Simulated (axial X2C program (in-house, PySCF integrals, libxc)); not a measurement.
## Nuclear properties of GeC⁻

Computed with an in-house all-electron X2C program for linear molecules (integrals from PySCF): two-component X2C with atomic mean-field Coulomb and Gaunt terms, Gaussian nuclei, basis Ge dyall-acv3z, C dyall-av3z with contracted cores.

R = 1.743 Å (near the PBE0 minimum at charge -1 of the determinant lowest at the starting distance; the state shown can have its own minimum elsewhere).

Determinant lowest in the PBE0 search, Ω = 1/2 (⟨Sz⟩ = 0.50, ⟨Lz⟩ = 0.00 at PBE0), spin on the atoms Ge -0.07, C 0.56:

```csv
level,Eeff magnitude (GV/cm),Ws magnitude Ge (kHz),Ws magnitude C (kHz),A∥/gI Ge (MHz),qzz Ge (a.u.),A∥/gI C (MHz),qzz C (a.u.)
PBE0,0.0291,0.0202,0.00941,-31.3,-1.02,180,0.10
HF,0.54,0.413,0.00761,-223,-1.53,167,-0.03
PBE50,0.139,0.0744,0.011,33,-1.29,201,0.08
B3LYP,0.031,0.0725,0.00921,-28.8,-0.92,195,0.09
TPSSh,0.0513,0.0895,0.00897,-25.3,-0.83,190,0.10
```

Eeff is the effective electric field on the electron electric dipole moment in this Ω state and Ws the scalar–pseudoscalar constant of the nucleus named (defined with the proton number Z and per Ω); A∥ (defined per Ω) follows by multiplying with gI = μI/(I μN); qzz is the electric field gradient, eQq0 = 234.96 MHz × Q/barn × qzz. The operators were transformed with the bare-nucleus X2C matrices; with these basis sets, hyperfine constants and field gradients can be off by tens of per cent, and where levels differ in sign neither size nor sign is settled.

Problem. With Q(73Ge) = -0.196 barn, gI(13C) = 1.4048 (g factors from the IAEA table of nuclear moments by Stone; Q from Pyykkö, Mol. Phys. 2018), turn the PBE0 values of the first state into constants in MHz.

Solution. eQq0(73Ge) = 234.96 × (-0.196) × (-1.02) = 47 MHz; A∥(13C) = 180 × 1.4048 = 253 MHz.

Each state is one determinant with collinear spin. Unrestricted Hartree–Fock can overshoot spin polarisation at the nuclei. In the state Ω = 1/2 the sign of Eeff differs between levels (B3LYP, TPSSh against PBE0). For an anion, determinants above electron detachment, or with a positive highest level, are held by the basis set. Where Eeff spreads by more than a factor of two the levels disagree and none is to be relied on. States lie within half an eV, so the first need not be the ground state. The sign of Ws at Ge differs between levels in the first state. Further determinants of the search, some of them spin-mixed, are not shown. Where a field gradient or hyperfine factor spreads by more than a factor of two over the levels, a constant derived from it is not to be relied on.
